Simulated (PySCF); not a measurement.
Working out the electron affinity of Nb

Nb⁻ [Kr] 4d4 5s2 (5D) → Nb [Kr] 4d4 5s1 (6D). Computed with PySCF 2.14 in aug-cc-pwCVDZ-PP with ECP28MDF, with a scalar-relativistic core potential. Frozen: nothing. Energies in hartree (1 hartree = 27.21139 eV):

| part | Nb⁻ (lower) | Nb (upper) |
| --- | --- | --- |
| UHF | -56.138819 | -56.148457 |
| CCSD correlation | -0.368276 | -0.335217 |
| (T) | -0.015656 | -0.009627 |

Task: What does Hartree-Fock give?

Result: (-56.148457) − (-56.138819) = -0.009638 hartree = -0.262 eV.

Task: What do CCSD and CCSD(T) give?

Result: The CCSD correlation energies differ by 0.033059 hartree = 0.900 eV and the triples by 0.006029 hartree = 0.164 eV, so CCSD gives 0.638 eV and CCSD(T) 0.802 eV.

Reference: 0.917 eV (measured; photodetachment measurements, as compiled on the Wikipedia data page of electron affinities), between the lowest levels; spin-orbit coupling is absent from the calculation.

A double-zeta basis recovers only part of the correlation energy.

The coupled-cluster amplitudes are large, so a single reference is strained.

What remains against the reference includes basis incompleteness and higher excitations.
